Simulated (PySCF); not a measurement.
**How methods differ on the ionisation energy of Ag⁺**

Ag⁺ [Kr] 4d10 (1S) → Ag²⁺ [Kr] 4d9 (2D), as a difference of total energies. Calculation: PySCF 2.14, in x2c-TZVPPall (8s6p6d2f1g, 79 functions); the spin-free X2C one-electron Hamiltonian (Gaussian nucleus). Correlated levels: valence and next inner shell: [Ar] 3d10 frozen. The calculations carry no spin-orbit coupling.

```json
{"method": "UHF", "ionisation energy (eV)": "19.710", "difference from reference (eV)": "-1.774"}
{"method": "MP2 (valence and next inner shell)", "ionisation energy (eV)": "21.800", "difference from reference (eV)": "+0.316"}
{"method": "SCS-MP2 (valence and next inner shell)", "ionisation energy (eV)": "21.510", "difference from reference (eV)": "+0.026"}
{"method": "CCSD (valence and next inner shell)", "ionisation energy (eV)": "21.271", "difference from reference (eV)": "-0.213"}
{"method": "CCSD(T) (valence and next inner shell)", "ionisation energy (eV)": "21.364", "difference from reference (eV)": "-0.120"}
```

Reference: 21.484 eV (measured; NIST Atomic Spectra Database, ionization energies).

The reference lies between the lowest fine-structure levels, while these numbers refer to the centres of the terms.

Errors of the correlated levels include the incompleteness of this basis and the frozen core.
